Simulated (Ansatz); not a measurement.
H9NOSi3 (`[SiH3]N[SiH2]O[SiH3]`) from Hartree–Fock to CCSD(T)

Cartesian coordinates in Å:
```
Si -1.5026 -1.4615 0.6756
N -0.8325 0.0377 1.2156
Si -0.4238 1.3989 0.2539
O 1.0645 1.2982 -0.4198
Si 2.0618 0.2896 -1.2338
H -1.6720 -1.3456 -0.7953
H -2.8206 -1.7449 1.3052
H -0.6027 -2.6065 0.9807
H -0.5508 0.0822 2.1849
H -1.4211 1.4969 -0.8390
H -0.4139 2.6025 1.1166
H 3.4559 0.7644 -1.0582
H 1.7179 0.2846 -2.6796
H 1.9397 -1.0964 -0.7068
```

The species carries charge 0 and has multiplicity 1. All single points use the PBE0-D4/def2-TZVP geometry. It is one conformer, not always the lowest. Frozen core, restricted reference, Ansatz 0.2.0. CBS rows extrapolate triple and quadruple zeta; past MP2 they add the triple-zeta difference.

| basis | HF (Eh) | MP2 corr. | CCSD corr. | (T) | CCSD(T) total |
| --- | --- | --- | --- | --- | --- |
| def2-TZVPP | -1001.59908 | -0.82153 | -0.88416 | -0.03035 | -1002.51359 |
| def2-QZVPP | -1001.63448 | -0.88406 | – | – | – |
| CBS(def2) | -1001.63935 | -0.93039 | -0.99302 | as TZ | -1002.66272 |
